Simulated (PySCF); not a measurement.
Al(OH)3 (AlH3O3), SMILES [OH][Al]([OH])[OH]. Heavy atoms are numbered as in [Al:1]([OH:2])([OH:4])[OH:6]. Hydrogens are named by the atom that carries them.

Coordinates come from a r2SCAN-D4/def2-SVP optimisation. The isomer is the one that the SMILES or the coordinates give; other isomers of the formula were not compared. The values are those of a single conformer.

The numbers are results of r2SCAN/def2-TZVPD run with PySCF, not measurements.

Mulliken values depend strongly on the basis, most of all with diffuse functions as here. ESP charges are fitted to the potential on shells at 1.4 to 2.0 van der Waals radii. Atomic charges (e), one atom of each kind:

```tsv
atom	ESP fit	Mulliken	IAO
Al1	1.29	0.68	1.42
O2 (OH)	-0.87	-0.51	-0.85
H on O2	0.44	0.28	0.38
```
